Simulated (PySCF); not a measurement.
Basis and Hamiltonian dependence of the excitation energy of Ir²⁺

Ir²⁺ [Xe] 4f14 5d7 (4F) → Ir²⁺ [Xe] 4f14 5d6 6s1 (6D). Calculated with PySCF 2.14 from differences of total energies of unrestricted determinants, without spin-orbit coupling. Values in eV.

```tsv
basis	Hamiltonian	functions	UHF	r2SCAN	PBE0	MP2 (valence)	CCSD(T) (valence)	CCSD(T) (valence and next inner shell)
aug-cc-pVDZ-PP with ECP60MDF	ECP	54	1.514	1.439	1.822	1.831	1.877	n/a
def2-TZVPPD with the def2 core potential (60 electrons)	ECP	59	1.435	1.350	1.727	1.891	1.935	1.661
aug-cc-pwCVDZ-PP with ECP60MDF	ECP	70	1.366	1.281	1.676	1.718	1.761	1.400
ANO-RCC-VTZP	spin-free X2C	84	1.424	1.466	1.673	1.861	1.907	1.697
def2-QZVPPD with the def2 core potential (60 electrons)	ECP	88	1.411	1.301	1.680	1.896	1.934	n/a
aug-cc-pVTZ-PP with ECP60MDF	ECP	88	1.323	1.229	1.609	1.779	1.819	n/a
x2c-TZVPPall	spin-free X2C	97	1.466	1.603	1.797	1.926	1.967	1.764
x2c-TZVPPall with one added diffuse shell each of s, p, d, f type	spin-free X2C	113	1.455	1.582	1.779	1.912	1.953	1.748
aug-cc-pVTZ-PP with one added diffuse shell each of s, p, d, f, g type with ECP60MDF	ECP	113	1.323	1.228	1.609	1.780	n/a	n/a
aug-cc-pwCVTZ-PP with ECP60MDF	ECP	122	1.326	1.226	1.606	1.821	n/a	n/a
```

Frozen in the all-electron rows: valence: [Xe] 4f14; valence and next inner shell: [Kr] 4d10 4f14; with a core potential, the same shells as far as they lie outside it.
